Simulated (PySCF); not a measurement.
CH8Cl2Si3. Atoms are numbered in the order given.

```xyz
14

Si     2.0522     0.4838    -1.8594
C      1.2002    -0.8336    -0.7961
Si    -0.2094    -0.2334     0.2704
Si    -2.1033     0.5227    -0.8788
Cl    -0.8145    -1.7802     1.5341
Cl     0.4842     1.3435     1.4499
H      1.0252     1.2625    -2.6113
H      2.9642    -0.1744    -2.8388
H      2.8367     1.4134    -1.0032
H      0.8016    -1.6275    -1.4524
H      1.9522    -1.3064    -0.1408
H     -1.7647     1.7269    -1.6895
H     -3.1575     0.8653     0.1161
H     -2.5979    -0.5575    -1.7823
```

Geometry: B3LYP-D3(BJ)/def2-SVP. The structure was generated by enumeration, and PubChem lists no compound with its InChIKey, so it may never have been made. One conformer was computed; it need not be the lowest.

The numbers are results of B3LYP/pcSseg-1 in PySCF, not measurements.

GIAO shieldings, no solvent; atoms listed in one row are averaged. δ = σ(ref) − σ: ²⁹Si against TMS (σ = 338.7 ppm); ¹³C against TMS (σ = 181.3 ppm); ³⁵Cl against HCl (σ = 933.3 ppm); ¹H against TMS (σ = 31.68 ppm), references at their B3LYP-D3(BJ)/def2-TZVP geometries, non-relativistic (without spin–orbit terms, shifts of atoms bonded to Cl or Br come out too high).

| nucleus | atoms | count | δ (ppm) |
|---|---|---|---|
| ²⁹Si | Si3 | 1 | 58.6 |
| ²⁹Si | Si1 | 1 | -71.9 |
| ²⁹Si | Si4 | 1 | -98.8 |
| ¹³C | C2 | 1 | 8.7 |
| ³⁵Cl | Cl5 | 1 | 116.7 |
| ³⁵Cl | Cl6 | 1 | 93.5 |
| ¹H | H7, H8, H9 | 3 | 4.17 |
| ¹H | H12, H13, H14 | 3 | 3.83 |
| ¹H | H11 | 1 | 1.04 |
| ¹H | H10 | 1 | 0.59 |
